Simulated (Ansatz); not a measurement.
The same path of a periodic cell of 17 atoms, TiSi₁₆ (host Si, host structure diamond, interstitial Ti) was run twice with different band settings. Lost on the way: Si1–Ti17, Si2–Ti17, Si3–Ti17, Si5–Ti17. Made: Si4–Ti17, Si6–Ti17, Si7–Ti17, Si8–Ti17.

Theory: DFT PBE-D3(BJ), scalar-relativistic, plane waves, PAW (Ansatz 0.2.0). Settings: PAW set soft_1, cutoff 420 eV, k mesh 2x2x2, fermi-dirac smearing 0.02 eV, no spin polarisation.

Relaxed end points:

```xyz
17
Lattice="0.0000 5.4300 5.4300 5.4300 0.0000 5.4300 5.4300 5.4300 0.0000" Properties=species:S:1:pos:R:3
Si 0.001 0.038 0.041
Si 1.356 1.437 1.439
Si 2.753 2.791 0.031
Si 4.121 4.096 1.411
Si 2.753 0.032 2.793
Si 4.122 1.410 4.100
Si 5.458 2.753 2.756
Si 6.802 4.095 4.094
Si 0.055 2.757 2.754
Si 1.356 4.070 4.072
Si 2.753 5.476 2.717
Si 4.154 6.879 4.058
Si 2.752 2.715 5.478
Si 4.153 4.061 6.879
Si 5.495 5.470 5.468
Si 6.801 6.843 6.845
Ti 2.760 5.470 5.469
```

```xyz
17
Lattice="0.0000 5.4300 5.4300 5.4300 0.0000 5.4300 5.4300 5.4300 0.0000" Properties=species:S:1:pos:R:3
Si -0.025 0.050 0.058
Si 1.320 1.386 1.402
Si 2.658 2.731 0.060
Si 4.025 4.112 1.363
Si 2.662 0.048 2.745
Si 4.034 1.359 4.116
Si 5.431 2.713 2.716
Si 6.784 4.109 4.121
Si -0.022 2.730 2.741
Si 1.281 4.111 4.109
Si 2.622 5.513 2.706
Si 4.031 6.855 4.113
Si 2.635 2.711 5.515
Si 4.038 4.107 6.869
Si 5.437 5.508 5.523
Si 6.743 6.838 6.827
Ti 4.030 4.115 4.114
```

Common settings: climbing image yes; end points relaxed.

| run | movable images | spring | optimiser | start path | force threshold | iteration limit |
| --- | --- | --- | --- | --- | --- | --- |
| 1 | 5 | 2.0 eV/Å² | quadratic models (default) | IDPP | 0.03 eV/Å | 36 |
| 2 | 3 | 100.0 eV/Å² | fire | default | 0.05 eV/Å | 50 |

Problem. What does each run give, and how far can it be trusted?

Solution. Run 1: converged after 6 iterations, highest image 1.709 eV above the first end. By the program's own check the climbing image is a first-order saddle point (lowest curvatures found: -4.32 and 0.13 eV/Å²).
Run 2: converged after 34 iterations, highest image 1.733 eV above the first end. The order of the stationary point at the top wasn't checked.
Limits of this set-up: coarse k mesh, a small cell, in which the defect meets its images.
